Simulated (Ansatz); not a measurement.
`CC1=C[SiH]1F` and `F[SiH]1C=C1` differ in one atom or group.

Ansatz, PBE0-D4/def2-TZVP geometries, multiplicity 1. 

```json
{"property": "HOMO energy (PBE0/def2-TZVPP) / eV", "`CC1=C[SiH]1F`": "-7.51"}
{"property": "HOMO–LUMO gap (ωB97M-V/def2-TZVPP) / eV", "`CC1=C[SiH]1F`": "11.62"}
{"property": "LUMO energy (PBE0/def2-TZVPP) / eV", "`CC1=C[SiH]1F`": "-0.19"}
{"property": "LUMO energy (ωB97M-V/def2-TZVPP) / eV", "`CC1=C[SiH]1F`": "1.94"}
{"property": "zero-point energy (PBE0-D4/def2-TZVP) / kJ/mol", "`CC1=C[SiH]1F`": "184.7"}
{"property": "HOMO energy (PBE/def2-TZVPP) / eV", "`CC1=C[SiH]1F`": "-6.26"}
```

Question: Give the same properties after the change, and the shifts. (Best estimate.)

Answer: Computed: 
```
                                      property  `F[SiH]1C=C1`  shift
            HOMO energy (PBE0/def2-TZVPP) / eV          -7.76  -0.25
       HOMO–LUMO gap (ωB97M-V/def2-TZVPP) / eV          11.56  -0.06
            LUMO energy (PBE0/def2-TZVPP) / eV          -0.55  -0.36
         LUMO energy (ωB97M-V/def2-TZVPP) / eV           1.62  -0.32
zero-point energy (PBE0-D4/def2-TZVP) / kJ/mol          111.0  -73.7
             HOMO energy (PBE/def2-TZVPP) / eV          -6.50  -0.24
```

With PBE0 the HOMO falls by 0.25 eV and the LUMO falls by 0.36 eV, so the gap narrows by about 0.11 eV. PBE moves the HOMO by -0.24 eV and ωB97M-V by -0.26 eV. The zero-point energy changes by -73.7 kJ/mol with -9 modes.
